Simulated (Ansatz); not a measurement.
Start from `[SiH3]C[SiH2]Br` and change one atom or group to get `CO[SiH2]C[SiH3]`.

Ansatz, PBE0-D4/def2-TZVP geometries, multiplicity 1. Each molecule was computed in one conformer, which needn't be the lowest.

Scalar relativity is left out up to krypton. Spin–orbit coupling is left out; it splits and shifts lone-pair levels of the heavy atoms by tenths of an eV.

```csv
property,`[SiH3]C[SiH2]Br`
size of the dipole moment (ωB97M-V/def2-TZVPP) / D,1.44
HOMO–LUMO gap (ωB97M-V/def2-TZVPP) / eV,11.99
HOMO energy (PBE0/def2-TZVPP) / eV,-8.28
LUMO energy (B3LYP/def2-TZVPP) / eV,-0.46
HOMO–LUMO gap (B3LYP/def2-TZVPP) / eV,7.56
LUMO energy (PBE/def2-TZVPP) / eV,-1.14
```

(1) What does the change do to each property? (Estimate.)

Results:

(1) The calculation gave: 
```csv
property,`CO[SiH2]C[SiH3]`,shift
size of the dipole moment (ωB97M-V/def2-TZVPP) / D,0.96,-0.48
HOMO–LUMO gap (ωB97M-V/def2-TZVPP) / eV,12.47,0.48
HOMO energy (PBE0/def2-TZVPP) / eV,-8.08,0.20
LUMO energy (B3LYP/def2-TZVPP) / eV,0.16,0.62
HOMO–LUMO gap (B3LYP/def2-TZVPP) / eV,8.03,0.47
LUMO energy (PBE/def2-TZVPP) / eV,-0.49,0.65
```

With PBE0 the HOMO rises by 0.20 eV and the LUMO rises by 0.64 eV, so the gap widens by about 0.44 eV. PBE moves the HOMO by 0.46 eV and ωB97M-V by 0.00 eV. Dipoles are sizes alone; their direction can turn.

B3LYP here is the variant with VWN-RPA as its local correlation; programs differ in this.
